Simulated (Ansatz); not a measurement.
This geometry of CH$_{4}$STe (7 atoms, charge 0, multiplicity 1) is a first-order saddle point.

Computed with Ansatz 0.2.0, RKS PBE0-D4/def2-SVP.

```xyz
7
Properties=species:S:1:pos:R:3
C -0.970 0.644 -0.291
Te 0.587 0.413 1.169
S 1.532 -1.470 -0.096
H -1.507 -0.308 -0.400
H -0.538 0.967 -1.247
H -1.656 1.413 0.092
H 2.552 -1.659 0.772
```

(1) Which two structures does it join? (They come from a converged band through this point; their orientation in space is the band's.)

(2) How far does it lie above each of them?

Results:

(1) No bond is made or broken. The dihedral C1–Te2–S3–H7 goes from 88 to -89°. The two ends are copies of one structure, up to a mirror image or an exchange of like atoms.

First end point:

```xyz
7
Properties=species:S:1:pos:R:3
C -0.893 0.612 -0.289
Te 0.379 0.275 1.417
S 1.412 -1.748 0.608
H -1.497 -0.286 -0.466
H -0.286 0.854 -1.169
H -1.549 1.460 -0.040
H 2.435 -1.167 -0.060
```

Last end point:

```xyz
7
Properties=species:S:1:pos:R:3
C -0.890 0.617 -0.292
Te 0.440 0.347 1.382
S 2.149 -0.871 0.192
H -1.282 -0.353 -0.618
H -0.347 1.113 -1.106
H -1.714 1.258 0.054
H 1.644 -2.111 0.388
```

(2) 0.235 eV above the first and 0.235 eV above the second. This is the barrier of this one path; another mechanism may lie lower.

The run took 2.9 min on 1 thread of Arm Neoverse V2, with other jobs on the host, peak memory 0.16 GiB.
